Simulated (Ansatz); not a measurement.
Harmonic vibrations of H7N3Sn, SMILES `[NH2][SnH]([NH2])[NH2]` by finite differences.

```yaml
crystal:
  periodic: [false, false, false]
  atoms:
    - {symbol: N, position_ang: [-0.709552, 1.735372, 0.334111]}
    - {symbol: Sn, position_ang: [0.489402, 0.126054, 0.075330]}
    - {symbol: N, position_ang: [0.202171, -1.344019, 1.427675]}
    - {symbol: N, position_ang: [-0.139301, -0.800091, -1.608546]}
    - {symbol: H, position_ang: [-1.588691, 1.677965, -0.162816]}
    - {symbol: H, position_ang: [-0.278776, 2.624516, 0.120331]}
    - {symbol: H, position_ang: [2.110336, 0.662886, 0.202831]}
    - {symbol: H, position_ang: [0.477016, -1.094242, 2.368793]}
    - {symbol: H, position_ang: [-0.759286, -1.658944, 1.463980]}
    - {symbol: H, position_ang: [-0.010001, -0.271241, -2.460801]}
    - {symbol: H, position_ang: [0.272082, -1.715256, -1.740390]}
basis:
  gaussian: {orbitals: def2-TZVP}
hamiltonian: {xc: pbe0, dispersion: d4}
phonons: {temperatures: {t_min: 298.15, t_max: 900, t_step: 200}}
```

```sh
$ ansatz run in.yaml --threads 4 --pin off --events-out ev --progress --plain --max-ram 10444MiB
```

It prints (some lines left out):

```
Functional definition: PBE0
mean field -10412.85895203 eV, -382.6655083978 hartree, gradient 6.8e-5 eV, S^2 0.000000; 0 other end points of the search recorded, 0 dependent functions left out
mean field -10412.85877192 eV, -382.6655017790 hartree, gradient 2.2e-6 eV, S^2 0.000000; 0 other end points of the search recorded, 0 dependent functions left out
mean field -10412.85880772 eV, -382.6655030946 hartree, gradient 2.2e-6 eV, S^2 0.000000; 0 other end points of the search recorded, 0 dependent functions left out
mean field -10412.85884352 eV, -382.6655044101 hartree, gradient 2.2e-6 eV, S^2 0.000000; 0 other end points of the search recorded, 0 dependent functions left out
mean field -10412.85873958 eV, -382.6655005903 hartree, gradient 2.2e-6 eV, S^2 0.000000; 0 other end points of the search recorded, 0 dependent functions left out
mean field -10412.85892454 eV, -382.6655073876 hartree, gradient 2.2e-6 eV, S^2 0.000000; 0 other end points of the search recorded, 0 dependent functions left out
mean field -10412.85889077 eV, -382.6655061466 hartree, gradient 2.2e-6 eV, S^2 0.000000; 0 other end points of the search recorded, 0 dependent functions left out
mean field -10412.85888517 eV, -382.6655059406 hartree, gradient 2.2e-6 eV, S^2 0.000000; 0 other end points of the search recorded, 0 dependent functions left out
mean field -10412.85885621 eV, -382.6655048765 hartree, gradient 2.2e-6 eV, S^2 0.000000; 0 other end points of the search recorded, 0 dependent functions left out
mean field -10412.85885408 eV, -382.6655047982 hartree, gradient 2.2e-6 eV, S^2 0.000000; 0 other end points of the search recorded, 0 dependent functions left out
mean field -10412.85885982 eV, -382.6655050092 hartree, gradient 2.2e-6 eV, S^2 0.000000; 0 other end points of the search recorded, 0 dependent functions left out
mean field -10412.85886958 eV, -382.6655053678 hartree, gradient 2.2e-6 eV, S^2 0.000000; 0 other end points of the search recorded, 0 dependent functions left out
mean field -10412.85886842 eV, -382.6655053251 hartree, gradient 2.2e-6 eV, S^2 0.000000; 0 other end points of the search recorded, 0 dependent functions left out
mean field -10412.85882092 eV, -382.6655035796 hartree, gradient 2.2e-6 eV, S^2 0.000000; 0 other end points of the search recorded, 0 dependent functions left out
mean field -10412.85878650 eV, -382.6655023149 hartree, gradient 2.2e-6 eV, S^2 0.000000; 0 other end points of the search recorded, 0 dependent functions left out
mean field -10412.85885834 eV, -382.6655049549 hartree, gradient 2.2e-6 eV, S^2 0.000000; 0 other end points of the search recorded, 0 dependent functions left out
mean field -10412.85893248 eV, -382.6655076792 hartree, gradient 2.3e-6 eV, S^2 0.000000; 0 other end points of the search recorded, 0 dependent functions left out
mean field -10412.85881923 eV, -382.6655035174 hartree, gradient 2.3e-6 eV, S^2 0.000000; 0 other end points of the search recorded, 0 dependent functions left out
mean field -10412.85875595 eV, -382.6655011919 hartree, gradient 2.2e-6 eV, S^2 0.000000; 0 other end points of the search recorded, 0 dependent functions left out
mean field -10412.85890402 eV, -382.6655066333 hartree, gradient 2.3e-6 eV, S^2 0.000000; 0 other end points of the search recorded, 0 dependent functions left out
mean field -10412.85893268 eV, -382.6655076868 hartree, gradient 2.2e-6 eV, S^2 0.000000; 0 other end points of the search recorded, 0 dependent functions left out
mean field -10412.85876219 eV, -382.6655014213 hartree, gradient 2.2e-6 eV, S^2 0.000000; 0 other end points of the search recorded, 0 dependent functions left out
mean field -10412.85878890 eV, -382.6655024028 hartree, gradient 2.2e-6 eV, S^2 0.000000; 0 other end points of the search recorded, 0 dependent functions left out
mean field -10412.85874954 eV, -382.6655009565 hartree, gradient 2.2e-6 eV, S^2 0.000000; 0 other end points of the search recorded, 0 dependent functions left out
mean field -10412.85883604 eV, -382.6655041354 hartree, gradient 2.2e-6 eV, S^2 0.000000; 0 other end points of the search recorded, 0 dependent functions left out
mean field -10412.85882690 eV, -382.6655037993 hartree, gradient 2.2e-6 eV, S^2 0.000000; 0 other end points of the search recorded, 0 dependent functions left out
mean field -10412.85885839 eV, -382.6655049566 hartree, gradient 2.3e-6 eV, S^2 0.000000; 0 other end points of the search recorded, 0 dependent functions left out
mean field -10412.85894121 eV, -382.6655080001 hartree, gradient 2.2e-6 eV, S^2 0.000000; 0 other end points of the search recorded, 0 dependent functions left out
mean field -10412.85893153 eV, -382.6655076446 hartree, gradient 2.2e-6 eV, S^2 0.000000; 0 other end points of the search recorded, 0 dependent functions left out
mean field -10412.85891160 eV, -382.6655069122 hartree, gradient 2.2e-6 eV, S^2 0.000000; 0 other end points of the search recorded, 0 dependent functions left out
mean field -10412.85892519 eV, -382.6655074113 hartree, gradient 2.2e-6 eV, S^2 0.000000; 0 other end points of the search recorded, 0 dependent functions left out
mean field -10412.85891530 eV, -382.6655070479 hartree, gradient 2.2e-6 eV, S^2 0.000000; 0 other end points of the search recorded, 0 dependent functions left out
mean field -10412.85891178 eV, -382.6655069188 hartree, gradient 2.2e-6 eV, S^2 0.000000; 0 other end points of the search recorded, 0 dependent functions left out
mean field -10412.85885129 eV, -382.6655046958 hartree, gradient 2.3e-6 eV, S^2 0.000000; 0 other end points of the search recorded, 0 dependent functions left out
mean field -10412.85882981 eV, -382.6655039065 hartree, gradient 2.2e-6 eV, S^2 0.000000; 0 other end points of the search recorded, 0 dependent functions left out
mean field -10412.85894156 eV, -382.6655080130 hartree, gradient 2.2e-6 eV, S^2 0.000000; 0 other end points of the search recorded, 0 dependent functions left out
mean field -10412.85894471 eV, -382.6655081287 hartree, gradient 2.2e-6 eV, S^2 0.000000; 0 other end points of the search recorded, 0 dependent functions left out
mean field -10412.85892868 eV, -382.6655075396 hartree, gradient 2.2e-6 eV, S^2 0.000000; 0 other end points of the search recorded, 0 dependent functions left out
mean field -10412.85889837 eV, -382.6655064257 hartree, gradient 2.2e-6 eV, S^2 0.000000; 0 other end points of the search recorded, 0 dependent functions left out
mean field -10412.85894721 eV, -382.6655082208 hartree, gradient 2.2e-6 eV, S^2 0.000000; 0 other end points of the search recorded, 0 dependent functions left out
mean field -10412.85894154 eV, -382.6655080124 hartree, gradient 2.2e-6 eV, S^2 0.000000; 0 other end points of the search recorded, 0 dependent functions left out
mean field -10412.85894894 eV, -382.6655082844 hartree, gradient 2.2e-6 eV, S^2 0.000000; 0 other end points of the search recorded, 0 dependent functions left out
mean field -10412.85894777 eV, -382.6655082412 hartree, gradient 2.2e-6 eV, S^2 0.000000; 0 other end points of the search recorded, 0 dependent functions left out
mean field -10412.85893005 eV, -382.6655075899 hartree, gradient 2.2e-6 eV, S^2 0.000000; 0 other end points of the search recorded, 0 dependent functions left out
mean field -10412.85892923 eV, -382.6655075599 hartree, gradient 2.2e-6 eV, S^2 0.000000; 0 other end points of the search recorded, 0 dependent functions left out
mean field -10412.85893727 eV, -382.6655078555 hartree, gradient 2.3e-6 eV, S^2 0.000000; 0 other end points of the search recorded, 0 dependent functions left out
mean field -10412.85893798 eV, -382.6655078817 hartree, gradient 2.2e-6 eV, S^2 0.000000; 0 other end points of the search recorded, 0 dependent functions left out
mean field -10412.85884282 eV, -382.6655043845 hartree, gradient 2.2e-6 eV, S^2 0.000000; 0 other end points of the search recorded, 0 dependent functions left out
mean field -10412.85881683 eV, -382.6655034291 hartree, gradient 2.3e-6 eV, S^2 0.000000; 0 other end points of the search recorded, 0 dependent functions left out
mean field -10412.85881680 eV, -382.6655034281 hartree, gradient 2.2e-6 eV, S^2 0.000000; 0 other end points of the search recorded, 0 dependent functions left out
mean field -10412.85883759 eV, -382.6655041923 hartree, gradient 2.2e-6 eV, S^2 0.000000; 0 other end points of the search recorded, 0 dependent functions left out
mean field -10412.85892949 eV, -382.6655075694 hartree, gradient 2.3e-6 eV, S^2 0.000000; 0 other end points of the search recorded, 0 dependent functions left out
mean field -10412.85893724 eV, -382.6655078541 hartree, gradient 2.2e-6 eV, S^2 0.000000; 0 other end points of the search recorded, 0 dependent functions left out
mean field -10412.85893873 eV, -382.6655079090 hartree, gradient 2.2e-6 eV, S^2 0.000000; 0 other end points of the search recorded, 0 dependent functions left out
mean field -10412.85893536 eV, -382.6655077854 hartree, gradient 2.2e-6 eV, S^2 0.000000; 0 other end points of the search recorded, 0 dependent functions left out
mean field -10412.85894934 eV, -382.6655082991 hartree, gradient 2.2e-6 eV, S^2 0.000000; 0 other end points of the search recorded, 0 dependent functions left out
mean field -10412.85894451 eV, -382.6655081215 hartree, gradient 2.2e-6 eV, S^2 0.000000; 0 other end points of the search recorded, 0 dependent functions left out
mean field -10412.85889975 eV, -382.6655064764 hartree, gradient 2.2e-6 eV, S^2 0.000000; 0 other end points of the search recorded, 0 dependent functions left out
mean field -10412.85890239 eV, -382.6655065737 hartree, gradient 2.2e-6 eV, S^2 0.000000; 0 other end points of the search recorded, 0 dependent functions left out
mean field -10412.85884389 eV, -382.6655044238 hartree, gradient 2.3e-6 eV, S^2 0.000000; 0 other end points of the search recorded, 0 dependent functions left out
mean field -10412.85885417 eV, -382.6655048016 hartree, gradient 2.2e-6 eV, S^2 0.000000; 0 other end points of the search recorded, 0 dependent functions left out
mean field -10412.85893518 eV, -382.6655077784 hartree, gradient 2.2e-6 eV, S^2 0.000000; 0 other end points of the search recorded, 0 dependent functions left out
mean field -10412.85892110 eV, -382.6655072612 hartree, gradient 2.2e-6 eV, S^2 0.000000; 0 other end points of the search recorded, 0 dependent functions left out
mean field -10412.85882255 eV, -382.6655036394 hartree, gradient 2.2e-6 eV, S^2 0.000000; 0 other end points of the search recorded, 0 dependent functions left out
mean field -10412.85884562 eV, -382.6655044871 hartree, gradient 2.2e-6 eV, S^2 0.000000; 0 other end points of the search recorded, 0 dependent functions left out
mean field -10412.85892746 eV, -382.6655074948 hartree, gradient 2.2e-6 eV, S^2 0.000000; 0 other end points of the search recorded, 0 dependent functions left out
mean field -10412.85894277 eV, -382.6655080574 hartree, gradient 2.2e-6 eV, S^2 0.000000; 0 other end points of the search recorded, 0 dependent functions left out
Total energy: -10413.03760070 eV, -382.6720736152 hartree
Atom 0 at    -0.709552     1.735372     0.334111 Å, force     0.000337     0.004035     0.000377 eV/Å
Atom 1 at     0.489402     0.126054     0.075330 Å, force     0.001986    -0.002794     0.000421 eV/Å
Atom 2 at     0.202171    -1.344019     1.427675 Å, force     0.002647     0.000235     0.001544 eV/Å
Atom 3 at    -0.139301    -0.800091    -1.608546 Å, force    -0.000665     0.002515    -0.002573 eV/Å
Atom 4 at    -1.588691     1.677965    -0.162816 Å, force    -0.002463     0.000498    -0.000956 eV/Å
Atom 5 at    -0.278776     2.624516     0.120331 Å, force    -0.000668    -0.000771     0.000328 eV/Å
Atom 6 at     2.110336     0.662886     0.202831 Å, force    -0.000173    -0.000787    -0.000563 eV/Å
Atom 7 at     0.477016    -1.094242     2.368793 Å, force    -0.000846    -0.000493     0.000270 eV/Å
Atom 8 at    -0.759286    -1.658944     1.463980 Å, force    -0.000744     0.000042    -0.000889 eV/Å
Atom 9 at    -0.010001    -0.271241    -2.460801 Å, force    -0.000086    -0.001925     0.003070 eV/Å
Atom 10 at     0.272082    -1.715256    -1.740390 Å, force     0.000675    -0.000554    -0.001029 eV/Å
Dipole moment:     0.084146     0.188918    -0.194458 e Å
Vibrations: 78.97 149.84 156.86 173.14 194.32 241.14 477.78 526.93 536.97 563.10 567.03 619.28 631.44 647.19 825.93 841.28 866.59 1561.50 1563.40 1567.68 1920.95 3544.43 3547.22 3551.31 3638.92 3645.14 3651.26 cm⁻¹, zero-point energy 2.249669 eV
```

Hardware: 4 threads of an Intel Xeon Platinum 8259CL on a shared host. Wall time 2.3 min, peak host memory 0.51 GiB.
